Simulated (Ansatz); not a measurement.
Task: Name a neutral molecule of Cl, F, W with HOMO energy (B3LYP/def2-TZVPP) between -9.90 and -9.60 eV and LUMO energy (PBE0/def2-TZVPP) between -5.25 and -4.95 eV (Ansatz, PBE0-D4/def2-TZVP geometry).

Result: `[F][W]([F])([F])([F])([Cl])[Cl]` (-9.69 eV, -4.97 eV). Other molecules can fit too; these were computed, each in one conformer that needn't be the lowest.

B3LYP here is the variant with VWN-RPA as its local correlation; programs differ in this.
